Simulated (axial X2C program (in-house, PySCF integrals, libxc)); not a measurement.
Values are calculated unless marked as measured or tabulated.
## FCuF: input and output of an open-shell CI run

Program: an in-house all-electron X2C program for linear molecules (integrals from PySCF).

Input and command:
```json
{"zs": [9, 29, 9], "q": 0, "bas": ["dyall-av3z", "dyall-v3z", "dyall-av3z"], "r0": 1.76, "metal": 1, "shells": [[2, [0, 1, 2], 9], [0, [0], 0], [1, [1], 0]], "fix": 0, "emax": 3.2, "nroots": 4}
```
```bash
python soci.py task.json out
```

Keys: zs atomic numbers; q charge; bas basis sets; r0 starting distance in Å; metal index of the metal atom; shells open shells as [l, |m| values, electrons]; fix electron count of the first shell held; emax energy window in eV; nroots roots for each Ω.

Output at F–Cu–F held linear, both bonds 1.747 Å:

```
average of configuration d9 s0 p(π)0
basis functions 213  fitting functions 1146
iter      average energy  largest gradient
   1      -1850.828554504   1.89e+00
   2      -1851.908134039   5.20e-02
   3      -1851.912607464   1.40e-02
   4      -1851.913694771   1.71e-02
   5      -1851.913844842   1.98e-03
   6      -1851.913861423   1.85e-03
   7      -1851.913864993   6.21e-04
   8      -1851.913865615   1.05e-04
   9      -1851.913865700   1.82e-05
converged
CI levels
2*Omega        energy/Eh    cm-1   g(par)  dipole/D  leading shell counts
    1     -1851.93783101        0   1.904    0.000  {'9 0 0': 1.0}
    3     -1851.92316033     3220   3.973    0.000  {'9 0 0': 1.0}
    1     -1851.91795958     4361   0.096    0.000  {'9 0 0': 1.0}
    5     -1851.90000597     8302   6.002    0.000  {'9 0 0': 0.999}
    3     -1851.89227626     9998   2.027    0.000  {'9 0 0': 0.999}
```

Dipoles in the output refer to the first atom as origin.

There is no dynamic correlation: spin–orbit spacings and, for f shells, spacings inside one term are the most reliable numbers, splittings between terms come out too wide, and energies between configurations are not reliable, so the lowest level need not be the ground state of the molecule. For d shells the ligand-field splittings (σ, π, δ) and their order can be off by a thousand cm⁻¹ or more. At most 4 roots were kept for each Ω > 0 (twice that for Ω = 0) within 3.2 eV of the lowest, so higher up levels can be missing between those listed; levels with Ω > 0 are doubly degenerate and listed once, Ω = 0 levels singly. States that fill the shells left empty in the average are placed too high. The molecule was held linear; bending was not examined.
